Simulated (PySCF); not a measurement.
A structure optimised at B3LYP-D3(BJ)/def2-SVP, used in a PySCF frequency run:

```
C
F 1 1.3352
C 1 1.3701 2 123.54
H 3 1.0874 1 127.74 2 0.00
C 1 1.4262 2 122.00 3 180.00
C 5 1.3710 1 111.23 2 180.00
H 6 1.0886 5 127.91 1 180.00
H 5 1.0899 6 125.19 7 0.00
S 6 1.7309 7 120.01 5 180.00
```
Charge 0, spin multiplicity 1.

Q: Write its SMILES, formula and point group.

A: Fc1ccsc1, C4H3FS, Cs

Q: What are its rotational constants (standard atomic weights)?

A: 7.1574, 2.4580, 1.8297 GHz
